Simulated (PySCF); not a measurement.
## Assigning NMR signals

Atoms are numbered as in `[CH3:1][N:2]1[CH2:3][Si:4]([SiH3:5])([SiH3:6])[Si@H:7]1[PH2:8]`. Hydrogens are named by the atom that carries them. Ha(C3) is cis to P8 on the ring; Hb(C3) is trans to P8 on the ring.

[PySCF 2.14: GFN2-xTB geometry; PBE0/pcSseg-1 with gauge-including orbitals; gas phase; fast rotation and ring inversion assumed for equivalent nuclei; one conformer; relativity neglected]

Scale: 13C (σ = 186.93 ppm) and 1H (σ = 31.72 ppm) against TMS (reference shieldings calculated alike).

Question: Assign these signals to the numbered atoms. 13C{1H} NMR (computed): δ 45.0, 41.9.

Answer: 
| δ (ppm) | atoms | environment | reason |
| --- | --- | --- | --- |
| 45.0 | C3 | sp3 CH2 bonded to N and Si | pulled downfield by the heteroatom |
| 41.9 | C1 | methyl carbon bonded to N | the inductive effect lowers its shielding |

Question: Assign these signals to the numbered atoms. 1H NMR (600 MHz, computed): δ 6.24 (m, 1H), 3.75 (s, 3H), 3.64 (s, 3H), 3.00 (m, 1H), 2.84 (m, 1H), 2.58 (s, 3H), 1.07 (m, 2H).

Answer: 
6.24 → H(Si7), hydrogen on a silicon bonded to N, P, Si, in a 4-membered ring
3.75 → H(Si6), hydrogen on a silicon bonded to Si
3.64 → H(Si5), hydrogen on a silicon bonded to Si
3.00 → Hb(C3), hydrogen on an sp3 CH2 bonded to N and Si: its carbon carries N, which withdraws density
2.84 → Ha(C3), hydrogen on an sp3 CH2 bonded to N and Si
2.58 → H(C1), hydrogen on a methyl carbon bonded to N: its carbon carries N, an electronegative neighbour
1.07 → H(P8), hydrogen on a phosphorus bonded to Si

H(Si6) and H(Si5) lie closer than the usual error of such a calculation, so a measured spectrum could show them in the other order.

Splittings by 31P in the carbon and heteronuclear signals aren't shown, as no couplings were computed. Shifts are as computed. Against solution values, carbons near 30 ppm lie about +3 ppm off and those near 130 ppm about +5 ppm. Of 1309 compounds with measured shifts, 239 miss one by over three times the rms of a fit or turn the order of signals round; such compounds aren't used in these exercises. No couplings were computed; multiplicities are counted from neighbouring protons, with m where these are inequivalent, close in shift, in a saturated or five-membered ring or joined by F or P, and br s for small geminal =CH2 splittings.
